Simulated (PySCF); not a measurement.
C6H15Al (SMILES C[CH2][Al]([CH2]C)[CH2]C), singlet, at a GFN2-xTB geometry (such geometries of metal compounds can be far from the true shape); PBE/6-31G* (PySCF).

Input for PySCF:
```python
from pyscf import gto, scf, dft

mol = gto.Mole()
mol.atom = '''
    Al    0.232549   -0.091272    0.177819
    C     1.608220    0.294115   -1.238792
    C     1.283667    1.389238   -2.267421
    H     1.875854   -0.620201   -1.790321
    H     2.533214    0.576096   -0.707864
    H     1.068131    2.334321   -1.770271
    H     0.412624    1.117327   -2.859996
    H     2.118905    1.548637   -2.951296
    C    -1.763680   -0.034530   -0.078423
    C    -2.252066    0.366246   -1.479165
    H    -2.217439    0.647448    0.657494
    H    -2.185999   -1.021502    0.167608
    H    -1.840267   -0.300783   -2.235816
    H    -1.938183    1.380587   -1.720207
    H    -3.340277    0.323835   -1.547431
    C     0.944844   -0.589590    1.991071
    C    -0.086424   -1.318267    2.866933
    H     1.301817    0.293989    2.540497
    H     1.835288   -1.227491    1.886130
    H    -0.381631   -2.260931    2.407361
    H    -0.984356   -0.713204    2.988061
    H     0.311820   -1.534864    3.859188
'''
mol.basis = '6-31g*'
mol.charge = 0
mol.spin = 0
mol.verbose = 4
mol.build()

mf = dft.RKS(mol)
mf.xc = 'pbe'
mf.kernel()
```

It wrote (shortened):

```
PySCF version 2.14.0

[INPUT] verbose = 4
[INPUT] num. atoms = 22
[INPUT] num. electrons = 64
[INPUT] charge = 0
[INPUT] spin (= nelec alpha-beta = 2S) = 0
[INPUT] symmetry False subgroup None
[INPUT] Mole.unit = angstrom
[INPUT] Symbol           X                Y                Z      unit          X                Y                Z       unit  Magmom
[INPUT]  1 Al     0.232549000000  -0.091272000000   0.177819000000 AA    0.439453920541  -0.172479082841   0.336029209744 Bohr   0.0
[INPUT]  2 C      1.608220000000   0.294115000000  -1.238792000000 AA    3.039095348048   0.555796799126  -2.340977605302 Bohr   0.0
[INPUT]  3 C      1.283667000000   1.389238000000  -2.267421000000 AA    2.425779065142   2.625279341839  -4.284804699087 Bohr   0.0
[INPUT]  4 H      1.875854000000  -0.620201000000  -1.790321000000 AA    3.544850309670  -1.172010032181  -3.383216365057 Bohr   0.0
[INPUT]  5 H      2.533214000000   0.576096000000  -0.707864000000 AA    4.787080674914   1.088663661457  -1.337669093439 Bohr   0.0
[INPUT]  6 H      1.068131000000   2.334321000000  -1.770271000000 AA    2.018475055158   4.411227376821  -3.345327356260 Bohr   0.0
[INPUT]  7 H      0.412624000000   1.117327000000  -2.859996000000 AA    0.779746352423   2.111442021582  -5.404609157352 Bohr   0.0
[INPUT]  8 H      2.118905000000   1.548637000000  -2.951296000000 AA    4.004150133972   2.926499796368  -5.577141152524 Bohr   0.0
[INPUT]  9 C     -1.763680000000  -0.034530000000  -0.078423000000 AA   -3.332872171373  -0.065252243081  -0.148197991867 Bohr   0.0
[INPUT] 10 C     -2.252066000000   0.366246000000  -1.479165000000 AA   -4.255787954445   0.692104634217  -2.795216743042 Bohr   0.0
[INPUT] 11 H     -2.217439000000   0.647448000000   0.657494000000 AA   -4.190352407929   1.223499399897   1.242483588545 Bohr   0.0
[INPUT] 12 H     -2.185999000000  -1.021502000000   0.167608000000 AA   -4.130939418573  -1.930359015695   0.316733216286 Bohr   0.0
[INPUT] 13 H     -1.840267000000  -0.300783000000  -2.235816000000 AA   -3.477600626075  -0.568397492925  -4.225079904921 Bohr   0.0
[INPUT] 14 H     -1.938183000000   1.380587000000  -1.720207000000 AA   -3.662635049288   2.608931321135  -3.250720107560 Bohr   0.0
[INPUT] 15 H     -3.340277000000   0.323835000000  -1.547431000000 AA   -6.312208710184   0.611959459549  -2.924220786662 Bohr   0.0
[INPUT] 16 C      0.944844000000  -0.589590000000   1.991071000000 AA    1.785496390439  -1.114163625782   3.762578884564 Bohr   0.0
[INPUT] 17 C     -0.086424000000  -1.318267000000   2.866933000000 AA   -0.163317690589  -2.491163589052   5.417718187478 Bohr   0.0
[INPUT] 18 H      1.301817000000   0.293989000000   2.540497000000 AA    2.460077594303   0.555558693635   4.800843550279 Bohr   0.0
[INPUT] 19 H      1.835288000000  -1.227491000000   1.886130000000 AA    3.468191679701  -2.319621810368   3.564269135326 Bohr   0.0
[INPUT] 20 H     -0.381631000000  -2.260931000000   2.407361000000 AA   -0.721178070644  -4.272540376539   4.549252972959 Bohr   0.0
[INPUT] 21 H     -0.984356000000  -0.713204000000   2.988061000000 AA   -1.860163249072  -1.347760230944   5.646616933494 Bohr   0.0
[INPUT] 22 H      0.311820000000  -1.534864000000   3.859188000000 AA    0.589254400162  -2.900472598454   7.292808383208 Bohr   0.0

nuclear repulsion = 352.299528760071
number of shells = 74
number of NR pGTOs = 273
number of NR cGTOs = 132
basis = 6-31g*
ecp = {}

******** <class 'pyscf.dft.rks.RKS'> ********
method = RKS
initial guess = minao
damping factor = 0
level_shift factor = 0
DIIS = <class 'pyscf.scf.diis.CDIIS'>
diis_start_cycle = 1
diis_space = 8
diis_damp = 0
SCF conv_tol = 1e-09
SCF conv_tol_grad = None
SCF max_cycles = 50
direct_scf = True
direct_scf_tol = 1e-13
XC library pyscf.dft.libxc version 7.1.2
    S. Lehtola, C. Steigemann, M. J. T. Oliveira, and M. A. L. Marques,  SoftwareX 7, 1–5 (2018)
XC functionals = pbe
    J. P. Perdew, K. Burke, and M. Ernzerhof,  Phys. Rev. Lett. 77, 3865 (1996)
    J. P. Perdew, K. Burke, and M. Ernzerhof,  Phys. Rev. Lett. 78, 1396 (1997)
    J. P. Perdew, K. Burke, and M. Ernzerhof,  Phys. Rev. Lett. 77, 3865 (1996)
    J. P. Perdew, K. Burke, and M. Ernzerhof,  Phys. Rev. Lett. 78, 1396 (1997)
radial grids:
    Treutler-Ahlrichs [JCP 102, 346 (1995); DOI:10.1063/1.469408] (M4) radial grids

becke partition: Becke, JCP 88, 2547 (1988); DOI:10.1063/1.454033
pruning grids: <function nwchem_prune>
grids dens level: 3
symmetrized grids: False
atomic radii adjust function: <function treutler_atomic_radii_adjust>
small_rho_cutoff = 0
Set gradient conv threshold to 3.16228e-05
Initial guess from minao.
tot grids = 251008
init E= -479.406060367083
  HOMO = -0.31122120049683  LUMO = -0.0871923561457857  gap/eV = 6.09614
cycle= 1 E= -479.354499166198  delta_E= 0.0516  |g|= 0.884  |ddm|= 3.84
  HOMO = -0.0953011705221378  LUMO = -0.0160926698261741  gap/eV = 2.15537
cycle= 2 E= -479.049896468674  delta_E= 0.305  |g|= 1.35  |ddm|= 2.32
  HOMO = -0.197677428790789  LUMO = -0.0452051231683606  gap/eV = 4.14898
cycle= 3 E= -479.575802867123  delta_E= -0.526  |g|= 0.0474  |ddm|= 1.46
  HOMO = -0.199232864869235  LUMO = -0.0454210537442008  gap/eV = 4.18543
cycle= 4 E= -479.576309555345  delta_E= -0.000507  |g|= 0.0183  |ddm|= 0.0704
  HOMO = -0.197539803781338  LUMO = -0.0454868767608962  gap/eV = 4.13757
cycle= 5 E= -479.576361802249  delta_E= -5.22e-05  |g|= 0.0126  |ddm|= 0.0311
  HOMO = -0.19809650599213  LUMO = -0.0455157416775616  gap/eV = 4.15193
cycle= 6 E= -479.5764049517  delta_E= -4.31e-05  |g|= 0.0011  |ddm|= 0.0129
  HOMO = -0.198085956013966  LUMO = -0.0455696375567238  gap/eV = 4.15018
cycle= 7 E= -479.576405230469  delta_E= -2.79e-07  |g|= 0.000475  |ddm|= 0.00145
  HOMO = -0.198125074968899  LUMO = -0.0455879428747865  gap/eV = 4.15075
cycle= 8 E= -479.576405286209  delta_E= -5.57e-08  |g|= 0.000108  |ddm|= 0.000517
  HOMO = -0.198119239279479  LUMO = -0.0455824269755629  gap/eV = 4.15074
cycle= 9 E= -479.576405289923  delta_E= -3.71e-09  |g|= 1.33e-05  |ddm|= 0.000172
  HOMO = -0.198120091039505  LUMO = -0.0455830695781607  gap/eV = 4.15074
cycle= 10 E= -479.576405289964  delta_E= -4.07e-11  |g|= 7.07e-06  |ddm|= 2.23e-05
  HOMO = -0.198120489871594  LUMO = -0.0455831996289473  gap/eV = 4.15075
Extra cycle  E= -479.576405289934  delta_E= 3.02e-11  |g|= 1.28e-05  |ddm|= 1.99e-05
converged SCF energy = -479.576405289934
```
